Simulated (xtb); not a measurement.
CaCl2, SMILES [Cl][Ca][Cl]. All values are semi-empirical tight-binding results from xtb (GFN2-xTB unless named), good for trends rather than for accurate numbers. The structure is a stationary point at GFN2-xTB. The isomer is the one that the SMILES or the coordinates give; other isomers of the formula were not compared.

Optimised geometry:

Bond lengths (Å): Ca1–Cl2 2.361, Ca1–Cl3 2.361. Angles (°): Cl2–Ca1–Cl3 114.8.

For metal compounds this method's bond lengths and energies can be far off.

```yaml
point_group_as_xtb_finds_it: C2v
orbital_gap: 2.42 eV
zero_point_energy: 0.9 kcal/mol
G − E(el) at 298.15 K (modified RRHO): -17.3 kcal/mol
```

Computed atomic charges and the Wiberg bond orders between heavy atoms:
charges (e) Ca1 0.65, Cl2 -0.33, Cl3 -0.33. Bond orders Ca1–Cl2 0.97, Ca1–Cl3 0.97.
